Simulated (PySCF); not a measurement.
B3LYP has the VWN-RPA correlation part, as in Gaussian. Delta-SCF ions had no search for a lower state. Excitations are Tamm–Dancoff values on a coarser integration grid. The basis has no diffuse functions, so Rydberg states are missing or too high.

CH$_{3}$NSi, SMILES `[SiH2]=C=N` (charge 0, multiplicity 1)

Computed with B3LYP-D3(BJ)/def2-TZVP run with PySCF.

| Property | Value |
|---|---|
| HOMO | -5.93 eV |
| dipole moment | 2.57 D |
| HOMO–LUMO gap | 3.94 eV |
| LUMO | -1.99 eV |
| S1 excitation (TDA) | 3.35 eV |
| S1 oscillator strength | 0.004 |
| brightest of the four lowest singlets (TDA) | 4.69 eV |
| T1 excitation (TDA) | 1.96 eV |
| S1–T1 gap (TDA) | 1.40 eV |
| vertical ionisation energy (Delta-SCF) | 8.25 eV |
| total energy | -384.1476 Ha |
| cost | about 40 core-seconds (a rough figure) |

Bonded distances (Å): N1–C2 1.192, N1–H4 1.013, C2–Si3 1.824, Si3–H5 1.496, Si3–H6 1.496. Angles (°): C2–N1–H4 129.2, N1–C2–Si3 161.6, C2–Si3–H5 97.1, C2–Si3–H6 97.0, H5–Si3–H6 105.4.
